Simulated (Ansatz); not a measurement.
BH$_{7}$SeSi$_{2}$ (`[SiH3][SiH2]B[SeH]`), charge 0, multiplicity 1.

Question: Give a relaxed structure at PBE0-D4/def2-TZVP (Ansatz 0.2.0). (An estimate is asked.)

Answer: Ansatz gave: 
Cartesian coordinates in Å:
```
Si 1.041 0.689 1.410
Si 0.382 -0.869 -0.216
B -0.641 0.127 -1.606
Se -2.536 0.243 -1.627
H -0.162 1.312 2.026
H 1.841 0.037 2.482
H 1.864 1.763 0.789
H -0.455 -1.909 0.451
H 1.605 -1.523 -0.761
H -0.120 0.774 -2.464
H -2.818 -0.643 -0.485
```
This is one stationary point; other conformers may exist.
